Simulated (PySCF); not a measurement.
**Correlation energy of Mo⁺ (molybdenum, charge +1)**

[Kr] 4d5, high-spin 6S determinant. Calculation: PySCF 2.14, in def2-QZVPPD with the def2 core potential (28 electrons); scalar relativity through the core potential. Frozen: 4s2 4p6; 5 electrons correlated.

| level | correlation energy (mhartree) |
| --- | --- |
| CCSD | -68.33 |
| (T) | -1.30 |
| CCSD(T) | -69.63 |

Diagnostics: T1 = 0.0019, D1 = 0.0027, largest double amplitude 0.022.

Cost of the coupled-cluster step: of the order of 11 core-seconds, for 5 correlated electrons.
